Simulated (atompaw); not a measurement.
# Before and after: PAW (atompaw) potential for Dy

- Element: dysprosium (Dy)
- Generator: atompaw 4.2.0.5
- Type: PAW
- Functional: PBE
- Relativity: scalar-relativistic
- Frozen core: [Kr]
- Valence charge: 30
- Reference configuration: 4d10 4f10 5s2 5p6 5d0 6s2 6p0
- Partial waves: 5s (bound); 6s (bound); 5p (bound); 6p (bound, empty); 4d (bound); 5d (bound, empty); 4f (bound); 4f channel at 0.95 Ry
- Local potential: bessel scheme, radius 2.15 bohr
- Core correction: smooth core density matched at 1.40 bohr
- Augmentation charge: sinc compensation charge, radius 2.25 bohr; PAW radius 2.45 bohr; waves and projectors: bloechl

Change: wave 4f channel at 0.95 Ry becomes 4f channel at 6.29 Ry.

Cutoffs: the cutoffs (Ry, on a coarse ladder) from which the occupation-weighted sum of valence levels, in a spherical-Bessel basis at the reference potential, stays within 10 and 1 mRy of its value at 400 Ry; they do not see the model core or the augmentation charge, which bear on the density cutoff.

Question: What does the change do?

Answer: The potential gets neither clearly harder nor softer (50 Ry and 70 Ry → 50 Ry and 70 Ry); the d channel sets the loose cutoff, while the largest relative change is in f, which becomes harder; neither file shows a bound ghost.

```tsv
quantity	base	changed
cutoff, loose	50 Ry	50 Ry
cutoff, tight	70 Ry	70 Ry
loose cutoff by channel (10 mRy a level)	s 15 Ry, p 15 Ry, d 40 Ry, f 30 Ry	s 15 Ry, p 15 Ry, d 40 Ry, f 35 Ry
bound ghosts	none	none
s: phases at 2.47 bohr within 0.05 rad from the reference energy up to (Ry; the scan ends near 5)	to the end of the scan	to the end of the scan
p: phases at 2.47 bohr within 0.05 rad from the reference energy up to (Ry; the scan ends near 5)	to the end of the scan	to the end of the scan
d: phases at 2.47 bohr within 0.05 rad from the reference energy up to (Ry; the scan ends near 5)	2.3	2.3
f: phases at 2.47 bohr within 0.05 rad from the reference energy up to (Ry; the scan ends near 5)	2.3	1.8
lowest overlap eigenvalue by channel	s 0.39, p 0.58, d 1.00, f 0.98	s 0.39, p 0.58, d 1.00, f 1.00
```

 The cutoffs see the waves, projectors and local potential, not the compensation charge or the core.
